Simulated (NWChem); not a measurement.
Molecule: BaH2S2; SMILES [SH][Ba][SH]

```xyz
5

Ba     0.0000     0.0000     0.5227
S      2.3915     0.0102    -1.0839
H      3.1925     0.0157     0.0244
S     -2.3915    -0.0102    -1.0839
H     -3.1925    -0.0157     0.0244
```
Atoms are numbered in this order, from 1.

Level: PBE-D3(BJ)/def2-SVP with def2 effective core potentials on Ba (NWChem), optimised geometry, unscaled harmonic frequencies. def2 effective core potentials on Ba; no spin-orbit coupling.

| frequency (cm⁻¹) | IR intensity (km/mol) |
|---|---|
| 49 | 5.7 |
| 113 | 24.6 |
| 118 | 0.0 |
| 245 | 14.9 |
| 262 | 53.1 |
| 328 | 31.0 |
| 347 | 0.0 |
| 2578 | 5.9 |
| 2579 | 31.0 |

```yaml
zero_point_energy: 9.5 kcal/mol
thermal correction to the enthalpy at 298.15 K (with zero-point energy): 14.3 kcal/mol
heat capacity Cv: 18.5 cal/(mol K)
entropy at 298.15 K and 1 atm (symmetry number 2): 85.9 cal/(mol K)
```

Rigid rotor and harmonic oscillator; modes under 100 cm⁻¹ make the entropy uncertain.
